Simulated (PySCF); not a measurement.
C5H12Si, SMILES CC1([SiH3])CCC1.

Geometry: B3LYP-D3(BJ)/def2-SVP.

The numbers are results of TDA-LC-ωPBE/def2-SVPD in PySCF 2.14.0, not measurements.

Vertical excitations. The molecule is in vacuum. State labels are in the subgroup Cs.

Computed UV-visible absorptions:
| state | symmetry | energy (eV) | λ (nm) | f | main pairs |
|---|---|---|---|---|---|
| S1 | A' | 8.21 | 151 | 0.005 | HOMO→LUMO 62 %, HOMO→LUMO+1 19 % |
| S2 | A" | 8.70 | 143 | 0.000 | HOMO→LUMO+3 61 %, HOMO→LUMO+6 15 % |
| S3 | A' | 8.77 | 141 | 0.006 | HOMO→LUMO+5 60 %, HOMO→LUMO+8 10 % |
| S4 | A' | 8.83 | 140 | 0.174 | HOMO→LUMO+2 46 %, HOMO→LUMO 17 %, HOMO→LUMO+4 15 % |
| S5 | A" | 9.09 | 136 | 0.064 | HOMO−1→LUMO 32 %, HOMO−1→LUMO+1 18 %, HOMO−3→LUMO+1 7 %, HOMO→LUMO+3 6 % |
| S6 | A' | 9.10 | 136 | 0.183 | HOMO→LUMO+2 24 %, HOMO→LUMO+1 21 %, HOMO→LUMO+4 15 %, HOMO−2→LUMO 10 % |
| T1 | A' | 7.62 | 163 | 0 | HOMO→LUMO+1 36 %, HOMO→LUMO 21 %, HOMO→LUMO+4 19 %, HOMO→LUMO+2 8 % |
| T2 | A" | 8.27 | 150 | 0 | HOMO→LUMO+3 52 %, HOMO→LUMO+6 17 % |
Triplets are in the Tamm–Dancoff approximation.
